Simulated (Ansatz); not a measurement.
Two isomers of C2H8BNO: A = `CBOCN`, B = `COB(C)N`.

Program: Ansatz. Geometries: PBE0-D4/def2-TZVP. ΔE: electronic, gas phase. CCSD(T)/CBS adds triple-zeta CCSD(T) − MP2 to the extrapolated MP2 energy (def2 sets, frozen cores). DFT in def2-TZVPP. B3LYP here is the variant with VWN-RPA as its local correlation; programs differ in this. One conformer a species, not always the lowest.

(1) Which is lower in electronic energy at CCSD(T)/CBS, and by how much? (An estimate is asked.)

(2) Give E(B) − E(A) in kcal/mol with CCSD/def2-TZVPP, MP2/def2-TZVPP, PBE0-D4, B2PLYP, B3LYP, ωB97M-V, r2SCAN-D4. (An estimate is asked.)

Largest T1 diagnostic: 0.012.

Answers

(1) Ansatz gave: B, by 37.4 kcal/mol.

(2) Ansatz gave: CCSD/def2-TZVPP -37.3, MP2/def2-TZVPP -38.1, PBE0-D4 -37.3, B2PLYP -37.3, B3LYP -36.9, ωB97M-V -37.5, r2SCAN-D4 -38.1. None reverses the order clearly.

From PBE to PBE0 (25 % exact exchange), in def2-TZVPP and without D4, E(B) − E(A) moves by −0.8 kcal/mol.
